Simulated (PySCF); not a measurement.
CH₅FMoN₂S, SMILES C[N]=[Mo]([NH2])([F])=[S], multiplicity 1. Geometry optimised at B3LYP-D3(BJ)/def2-SVP. The multiplicity is an assumed one; other spin states were not compared. The def2 effective core potentials stand for the cores of Mo; spin–orbit coupling is left out. One conformer was computed; it need not be the lowest.

Method: B3LYP-D3(BJ)/def2-SVP in PySCF.

Harmonic wavenumbers (cm⁻¹): 94, 100, 113, 183, 189, 205, 312, 346, 410, 506, 555, 648, 673, 701, 731, 1086, 1093, 1333, 1418, 1438, 1443, 1507, 2991, 3077, 3086, 3534, 3639. Rotational constants (GHz): 2.012, 1.678, 1.377; symmetry number 1.

Task: Work out the zero-point energy and the ideal-gas rigid-rotor harmonic-oscillator thermochemistry at 298.15 K and 1 atm.

Result: ZPE = ½ Σ hcν = ½ × 31413 cm⁻¹ = 187.89 kJ/mol. H − E(el) = 213.41 kJ/mol. Entropy in J/(mol K): translation 174.32, rotation 119.78, vibration 96.25, total 390.35. G − E(el) = 97.03 kJ/mol. Cp = 129.14 J/(mol K). Modes under 150 cm⁻¹ make the vibrational entropy uncertain.
